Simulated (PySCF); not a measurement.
Computed properties of C3H4F2Si, SMILES C#CC(F)(F)[SiH3]

C₃H₄F₂Si, SMILES C#CC(F)(F)[SiH3]. Coordinates come from a PBE0-D3(BJ)/def2-SVP optimisation. This is a generated structure with no PubChem entry under its InChIKey; it may be hypothetical. Other conformers were not sampled. All values are computed for the isolated molecule unless a solvent is named; none is compared with measurement here.

**Structure.** The optimised structure has Cs symmetry. All 24 harmonic modes at PBE0-D3(BJ)/def2-SVP (PySCF) are real, so it is a minimum. With heavy atoms numbered as in [CH:1]#[C:2][C:3]([F:4])([F:5])[SiH3:6], the shortest bond between them is C1–C2 at 1.210 Å and the longest C3–Si6 at 1.936 Å.

**Vibrations.** The strongest infrared lines (harmonic, unscaled, degenerate partners summed) lie at 895 cm⁻¹ (254 km/mol, H 89 %, Si 8 %), 1116 cm⁻¹ (162 km/mol, C 70 %, F 28 %), 1184 cm⁻¹ (161 km/mol, C 78 %, F 20 %). The softest mode is at 120 cm⁻¹ and the zero-point energy is 35.1 kcal/mol.

**Electronic structure.** PBE0/def2-TZVP (PySCF) places the frontier levels at -8.38 and -0.37 eV, a gap of 8.01 eV, and gives a dipole moment of 2.20 D and a mean polarisability of 61.1 bohr³. PBE/def2-TZVP (PySCF) at the same geometry gives -7.10 and -1.34 eV, so its gap is 2.25 eV narrower. An orbital gap is neither the optical nor the fundamental gap.

**Excitations.** TDDFT-CAM-B3LYP/def2-SVPD (PySCF) has S1 at 6.11 eV (203 nm, f = 0.001, dark); the most intense of the 10 singlets computed lies at 8.68 eV (f = 0.16). T1 (TDA) is at 5.10 eV. TDDFT-PBE/def2-SVPD (PySCF) puts S1 at 5.88 eV. No vertical singlet excitation falls in the visible range (under 3.1 eV).

**NMR.** GIAO shifts at HF/pcSseg-1 (PySCF) (non-relativistic, atoms alike by connectivity averaged): ¹³C from 75.6 to 103.7 ppm against TMS; ¹H from 3.9 to 4.2 ppm against TMS; ²⁹Si at -50.1 ppm against TMS; ¹⁹F at -105.2 ppm against CFCl3.

**Solvation.** SMD-B3LYP/def2-SVP (PySCF) gives 2.0 kcal/mol in water, -0.4 kcal/mol in dimethylsulfoxide, -2.2 kcal/mol in acetone (1 M in both phases, gas-phase geometry); of these solvents acetone holds the molecule best.
